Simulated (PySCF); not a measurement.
**CBr₄, singlet: structure and spectrum**

Method: PBE/[C def2-SVP, Br def2-SVP], no relativity, density fitting, PySCF.

The structure is a minimum.

Coordinates in bohr (charge 0 multiplicity 1):
```
C     0.0000    0.0000    0.0000
Br   -2.1356   -2.1356    2.1356
Br   -2.1356    2.1356   -2.1356
Br    2.1356    2.1356    2.1356
Br    2.1356   -2.1356   -2.1356
```

- Point group: Td
- Bond lengths: C–Br 1.957 Å (×4)
- Bond angles: Br–C–Br 109.5° (×6)
- Principal quadrupole moments (Buckingham, traceless) about the centre of mass: 0.00, 0.00, 0.00 D Å
- Heat capacity Cp at 298.15 K: 92.6 J/(mol K)
- Rotational constants: 0.02091, 0.02091, 0.02091 cm⁻¹
- Atomisation energy without zero-point energy: 1196 kJ/mol
- Entropy at 298.15 K and 1 bar: 359.6 J/(mol K)
- Rotational symmetry number: 12
- Zero-point energy: 17.4 kJ/mol
- Highest occupied level: -6.79 eV
- Enthalpy at 298.15 K above 0 K: 20.64 kJ/mol
- Lowest empty level: -3.38 eV
- Dipole moment: 0.00 D
- Principal polarisabilities: 77.0, 77.0, 77.0 bohr³

Harmonic modes (masses in u: C 12.000, Br 78.918):
| symmetry | ω (cm⁻¹) | IR (km/mol, summed over degenerate members) |
| --- | --- | --- |
| e | 121 | 0.0 |
| t2 | 179 | 1.0 |
| a1 | 264 | 0.0 |
| t2 | 620 | 396 |

In Td the vibrations span e + 2t2 + a1. The a1, e modes carry no infrared intensity, as symmetry demands.

Charges (e):
```csv
atom,Mulliken,Löwdin,polar tensor,Mayer order to C1
C1,-0.34,-0.39,1.23,–
"Br2,3,4,5",0.09,0.10,-0.31,0.98
```

Mulliken populations on C1: s 3.41, p 2.88, d 0.05.

Counting electrons, carbon keeps none of its valence electrons outside its bonds, so the VSEPR class is AX4 and the expected shape is tetrahedral (Td), as computed.

The final relaxation and frequency run took 41 s on 4 threads of a shared Intel Xeon Platinum 8259CL @ 2.50GHz (Skylake/Cascade Lake) host, with 142 basis functions and 6 gradients; the process peaked at 1.5 GiB.
